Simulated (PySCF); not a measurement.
3-ethynylphenol (C#Cc1cccc(O)c1, C₈H₆O)

Geometry (Å), atoms numbered from 1 in this order:
```xyz
15

C     3.485   -0.894    0.047
C     2.336   -0.505    0.037
C     0.982   -0.045    0.027
C     0.696    1.325   -0.068
C    -0.631    1.750   -0.077
C    -1.675    0.836    0.007
C    -1.395   -0.532    0.102
O    -2.439   -1.382    0.181
C    -0.071   -0.970    0.112
H     4.503   -1.237    0.055
H     1.515    2.043   -0.134
H    -0.857    2.816   -0.150
H    -2.718    1.157    0.001
H    -2.112   -2.286    0.241
H     0.158   -2.037    0.185
```

Computed with quadratic response CAM-B3LYP/aug-cc-pVDZ first hyperpolarisability, Taylor convention, gas phase in PySCF. Geometry: PBE0-D3(BJ)/def2-SVP.

Q: Give the tensor of the second harmonic β(−2ω;ω,ω) at 1907 nm in the axes of these coordinates.

A: In au, Taylor convention; rows are the first index (the induced dipole):
```
       xx     yy     zz      xy     xz     yz
x  -160.3  -99.8  -30.7   -48.7   +5.2   +5.4
y   -48.5  -30.1  -25.3  -102.9   +5.7   +0.3
z    +5.2   +0.2   +7.0    +5.7  -29.8  -25.1
```
Norm of βᵢ = ⅓ Σⱼ (βᵢⱼⱼ + βⱼᵢⱼ + βⱼⱼᵢ): 310.4 au, hyper-Rayleigh value 118.2 au.
